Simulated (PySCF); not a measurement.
## A scan of BeN⁺ with bad points

UHF; PySCF, no relativity, basis sets Be def2-SVPD, N def2-SVPD; triplet, unpaired electrons π ↑↑ requested.

```
R (Å)  E (eV)  ⟨S²⟩  ⟨Lz²⟩  μ (D)
1.386   0.909  2.01   0.00  -7.50
1.451   0.556  2.01   0.00  -7.77
1.515   0.370  2.01   0.00  -7.99
1.564   0.309  2.02   0.00  -8.12
1.612   0.296  2.03   0.00  -8.16
1.660   0.306  2.19   0.00  -7.25
1.725   0.176  2.71   0.00  -3.42
1.805   0.074  2.77   0.00  -3.29
1.902   0.014  2.81   0.00  -3.43
2.031   0.000  2.85   0.00  -3.79
```

The run flagged 1.660 Å: there the SCF missed its convergence threshold, so the fit leaves that out.
